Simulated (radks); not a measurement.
Coulomb parameter of the 5d shell of the hafnium ion Hf2+ in the model configuration [Xe] 4f14 5d1 6p1, as a second difference U = [E(n + 0.5) + E(n - 0.5) - 2 E(n)] / (0.5)^2 with all orbitals relaxed. "Bare": the charge of the atom changes with n. "Screened": the 6p shell takes up the change at fixed total charge, which measures U(5d,5d) + U(6p,6p) - 2 U(5d,6p). Calculated with a radial shooting solver on a logarithmic mesh with Libxc functionals: Dirac Kohn-Sham, BLYP, spin-unpolarised, spherical densities, finite nucleus; open shells are shared between the two j in proportion to 2j + 1; Fermi nuclear charge, rms radius 5.347 fm.

| case | configuration | E - E(n) (eV) |
|---|---|---|
| start | [Xe] 4f14 5d1 6p1 | 0.000 |
| bare +0.5 | [Xe] 4f14 5d1.5 6p1 | -8.566 |
| bare -0.5 | [Xe] 4f14 5d0.5 6p1 | 11.091 |
| screened +0.5 | [Xe] 4f14 5d1.5 6p0.5 | -2.786 |
| screened -0.5 | [Xe] 4f14 5d0.5 6p1.5 | 3.180 |

U(bare) = 10.103 eV, U(screened by 6p) = 1.579 eV.
